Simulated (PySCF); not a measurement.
**Excitation energy of In by level of theory**

In [Kr] 4d10 5s2 5p1 (2P) → In [Kr] 4d10 5s1 5p2 (4P), as a difference of total energies. Calculation: PySCF 2.14, in ANO-RCC-VTZP; the spin-free X2C one-electron Hamiltonian (Gaussian nucleus). Correlated levels: valence: [Kr] 4d10 frozen. The calculations carry no spin-orbit coupling.

```json
{"method": "UHF", "excitation energy (eV)": "2.898"}
{"method": "MP2 (valence)", "excitation energy (eV)": "3.488"}
{"method": "SCS-MP2 (valence)", "excitation energy (eV)": "3.704"}
{"method": "CCSD (valence)", "excitation energy (eV)": "3.724"}
{"method": "CCSD(T) (valence)", "excitation energy (eV)": "3.737"}
```

How much does correlation contribute at CCSD(T) (valence)?

3.737 − (2.898) = 0.839 eV, measured against UHF.

Errors of the correlated levels include the incompleteness of this basis and the frozen core.

For comparison: 4.350 eV (measured; NIST levels, between the centres of gravity of the two terms).
